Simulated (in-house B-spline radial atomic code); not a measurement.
## Binding energies in O

NIST's tabulated ground configuration is [He] 2s2 2p4; each binding energy is the energy of the ion with one electron taken from that subshell, relaxed, less that of the parent. Computed with a radial B-spline atomic code at the basis-set limit: Dirac-Kohn-Sham PBE, spherical fractional occupations, Fermi nucleus of rms radius 2.6991 fm. Energies include first-order Breit, QED and recoil terms.

```tsv
subshell	X-ray name	binding energy (eV)	-ε (eV)	relaxation (eV)
1s	K	554.6	514.7	-40.1
2s	L1	31.65	23.96	-7.70
2p	L2,3	16.43	9.03	-7.40
```

Relaxation = -ε minus the binding energy without Breit, QED and recoil terms. With a density functional, K lines can miss by some tenths of a per cent, more in light atoms. For a density functional the relaxation so defined is negative, because -ε of a Kohn-Sham level is smaller than the binding energy.

Task: What does it cost to remove both a 1s and a 2p electron?

Result: 593.62 eV, which is 22.55 eV more than the two single binding energies together.

Task: What does it cost to remove both a 2s and a 2p electron?

Result: 65.139 eV, which is 17.06 eV more than the two single binding energies together.

Task: What does it cost to remove both a 1s and a 2s electron?

Result: 608.05 eV, which is 21.76 eV more than the two single binding energies together.
